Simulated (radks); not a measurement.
The numbers below are computed, except where a source is named.
Effect of the nuclear size on the rhenium ion Re+, [Xe] 4f14 5d5 6s1. Code: a radial shooting solver on a logarithmic mesh with Libxc functionals. Model: Dirac Kohn-Sham, PBE, spin-unpolarised, spherical densities, finite nucleus; open shells are shared between the two j in proportion to 2j + 1; Fermi nuclear charge, rms radius 5.3698 fm. The rms radius is varied about that value; shifts are against it.

rms radius (fm)  total energy shift (eV)  density at nucleus (e/bohr^3)  1s1/2 shift (meV)  2s1/2 shift (meV)  5s1/2 shift (meV)  5p1/2 shift (meV)  6s1/2 shift (meV)  5d5/2 shift (meV)  6p1/2 (empty) shift (meV)
4.4355                             -20.9                      1.656e+06              -8460              -1200              -11.6              0.301              -1.19              0.422                      0.119
5.1174                             -5.91                      1.573e+06              -2390               -340              -3.28              0.085             -0.337              0.119                      0.034
5.3698                                 0                      1.547e+06              0.000              0.000              0.000              0.000              0.000              0.000                      0.000
5.7618                              9.53                      1.508e+06               3850                548               5.30             -0.137              0.544             -0.192                     -0.054
6.5565                              30.2                       1.44e+06              12200               1730               16.8             -0.431               1.72             -0.608                     -0.172

Slopes of the eigenvalues against <r^2> in GHz/fm^2, as finite differences over the two radii next to the reference (eigenvalue slopes, not the field-shift constants of lines): 1s1/2 215000, 2s1/2 30600, 5s1/2 296, 5p1/2 -7.64, 6s1/2 30.4, 5d5/2 -10.7, 6p1/2 (empty) -3.03.
